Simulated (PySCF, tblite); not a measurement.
Breaking a bond: AgH, singlet.

Levels: GFN2-xTB, 300 K electronic temperature (tblite); UCCSD(T) = CCSD(T) on UHF/def2-SVP, def2 effective core potentials past Kr run with PySCF.

Energies relative to the lowest point of each curve near equilibrium, in kcal/mol; the last columns give the difference from UCCSD(T):

| R / Å | GFN2-xTB | UCCSD(T) | GFN2-xTB − UCCSD(T) |
|---|---|---|---|
| 1.28 | 9.8 | 24.4 | -14.5 |
| 1.39 | 2.5 | 8.7 | -6.2 |
| 1.45 | 0.7 | 4.1 | -3.4 |
| 1.51 | 0.0 | 1.4 | -1.4 |
| 1.59 | 0.2 | 0.0 | 0.1 |
| 1.62 | 0.5 | 0.0 | 0.5 |
| 1.68 | 1.4 | 0.6 | 0.8 |
| 1.73 | 2.5 | 1.6 | 0.9 |
| 1.79 | 3.9 | 3.2 | 0.8 |
| 1.87 | 6.3 | 5.9 | 0.4 |
| 1.98 | 9.9 | 10.3 | -0.4 |
| 2.17 | 17.4 | 18.8 | -1.4 |
| 2.44 | 29.9 | 30.2 | -0.3 |
| 2.65 | 40.6 | 37.6 | 3.1 |
| 2.90 | 54.0 | 44.1 | 9.8 |
| 3.25 | 72.5 | 49.1 | 23.4 |
| 3.58 | 88.1 | 50.8 | 37.2 |
| 4.01 | 102.8 | 51.5 | 51.2 |
| 4.34 | 109.3 | 51.7 | 57.6 |
| 4.87 | — | 51.8 | — |
| 5.60 | — | 51.9 | — |
| 6.53 | — | 51.9 | — |

GFN2-xTB is furthest from UCCSD(T) at 4.34 (57.6 kcal/mol, above); its mean absolute difference over the points is 11.2 kcal/mol.

Dashes: no converged value, or the column stops at the first point that the program doubted or that broke a chosen test of continuity, which isn't proof of a fault.

The unrestricted determinant behind UCCSD(T) is spin-contaminated at 2.17 to 6.53 Å (<S²> up to 1.0, against 0.00 for a pure singlet).
